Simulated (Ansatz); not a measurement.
A nudged elastic band was laid between two geometries of C$_{2}$H$_{9}$AlOSi (14 atoms, charge 0, multiplicity 1).

Computed with Ansatz 0.2.0, RKS revPBE/cc-pVDZ.

```yaml
movable_images: 5
climbing_image: yes
spring: 5.0 eV/Å²
optimiser: quadratic models (default)
start_path: through a guess of the saddle point
force_threshold: 0.03 eV/Å
iteration_limit: 60
end_points: relaxed
```

Image 0:

```xyz
14
Properties=species:S:1:pos:R:3
O -0.152 0.076 1.584
C 0.751 -0.375 0.380
Al 0.484 -1.903 1.632
C 0.080 -0.142 -0.967
Si -0.503 1.663 -1.337
H -1.073 0.143 1.250
H 1.653 0.257 0.499
H 1.496 -2.148 2.854
H -0.804 -2.825 1.334
H 0.828 -0.397 -1.752
H -0.770 -0.840 -1.135
H 0.631 2.634 -1.109
H -1.656 2.056 -0.437
H -0.978 1.770 -2.768
```

Image 6:

```xyz
14
Properties=species:S:1:pos:R:3
O 0.225 0.175 1.564
C 0.748 -0.475 0.232
Al 0.570 -1.878 1.637
C -0.173 -0.197 -0.949
Si -0.548 1.662 -1.326
H -0.733 0.352 1.443
H 1.737 0.007 0.098
H 1.801 -2.214 2.611
H -0.869 -2.598 1.728
H 0.328 -0.606 -1.855
H -1.134 -0.753 -0.869
H -1.392 2.278 -0.230
H -1.316 1.778 -2.622
H 0.742 2.439 -1.434
```

(1) What changes between the two ends?

(2) What energy profile does the band end with?

(3) What is the geometry of the highest image?

(4) What are the harmonic wavenumbers there?

Results:

(1) No bond is made or broken. The dihedral C2–C4–Si5–H14 goes from 173 to 52°. The two ends are copies of one structure, up to a mirror image or an exchange of like atoms.

(2) It converged. The highest image is number 3 of 0 to 6, 0.082 eV above the ends, which have the same energy within 2 meV. A vibrational analysis at the climbing image gives one clearly imaginary mode, 136i cm⁻¹: a first-order saddle point.

```
image  path coordinate (Å)  energy (eV)  dihedral C2–C4–Si5–H14 (°)
    0                 0.00        0.000                         173
    1                 0.74        0.020                         154
    2                 1.48        0.062                         133
    3                 2.22        0.082                         113
    4                 3.04        0.058                          90
    5                 3.85        0.018                          69
    6                 4.67        0.000                          52
```

(3) 
```xyz
14
Properties=species:S:1:pos:R:3
O 0.044 0.088 1.619
C 0.729 -0.414 0.300
Al 0.603 -1.920 1.599
C -0.135 -0.157 -0.927
Si -0.514 1.704 -1.356
H -0.918 0.151 1.439
H 1.670 0.172 0.276
H 1.790 -2.198 2.644
H -0.757 -2.781 1.534
H 0.408 -0.584 -1.800
H -1.087 -0.731 -0.876
H -0.009 2.613 -0.261
H -2.002 1.933 -1.514
H 0.164 2.096 -2.648
```

(4) 136i, 83, 114, 203, 259, 332, 364, 447, 509, 519, 558, 585, 632, 692, 716, 737, 783, 885, 910, 912, 1002, 1034, 1069, 1159, 1200, 1292, 1371, 1820, 1847, 2128, 2143, 2151, 2959, 3005, 3025, 3624 cm⁻¹.

Time of the run: 8.5 min on 2 threads of Arm Neoverse V1, on a shared host, peak memory 0.18 GiB.
